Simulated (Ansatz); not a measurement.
The same path of CH10Si2Sn (14 atoms, charge 0, multiplicity 1) was run 3 times with different band settings. The coordinate that changes most is the dihedral Si3–Sn2–Si4–H12.

The calculation used RKS PBE-D4/def2-SVP (Ansatz 0.2.0).

Relaxed end points:

```xyz
14
Properties=species:S:1:pos:R:3
C -0.822 1.603 -1.266
Sn -0.468 0.262 0.418
Si 1.972 0.504 1.248
Si -0.915 -2.185 -0.295
H -1.869 1.497 -1.610
H -0.645 2.649 -0.951
H -0.137 1.350 -2.097
H -1.558 0.699 1.697
H 2.236 -0.407 2.417
H 2.265 1.920 1.673
H 2.926 0.140 0.140
H -0.660 -3.135 0.845
H -0.002 -2.560 -1.434
H -2.338 -2.367 -0.757
```

```xyz
14
Properties=species:S:1:pos:R:3
C -1.430 1.518 -0.726
Sn -0.304 0.180 0.577
Si 2.223 0.732 0.467
Si -0.691 -2.281 -0.127
H -2.509 1.282 -0.654
H -1.264 2.567 -0.413
H -1.097 1.392 -1.773
H -0.869 0.410 2.203
H 3.004 -0.160 1.395
H 2.486 2.165 0.850
H 2.735 0.519 -0.934
H -2.150 -2.649 -0.048
H 0.085 -3.220 0.759
H -0.231 -2.485 -1.547
```

Common settings: climbing image yes; spring 5.0 eV/Å²; start path IDPP; force threshold 0.03 eV/Å; iteration limit 60; end points relaxed.

| run | movable images | optimiser | largest step |
| --- | --- | --- | --- |
| 1 | 7 | quadratic models (default) | default |
| 2 | 7 | fire | 0.5 Å |
| 3 | 1 | quadratic models (default) | default |

What does each run give, and how far can it be trusted?

Run 1: converged after 5 iterations, highest image 0.020 eV above the first end. A vibrational analysis at the climbing image gives one clearly imaginary mode, 56i cm⁻¹: a first-order saddle point.
Run 2: converged after 27 iterations, highest image 0.020 eV above the first end. Another band between the same ends (7 images) ends at a top of the same energy, where a vibrational analysis finds 1 clearly imaginary mode.
Run 3: converged after 5 iterations, highest image 0.020 eV above the first end. Another band between the same ends (7 images) ends at a top of the same energy, where a vibrational analysis finds 1 clearly imaginary mode. So few images can step over the top or miss a turn of the path.
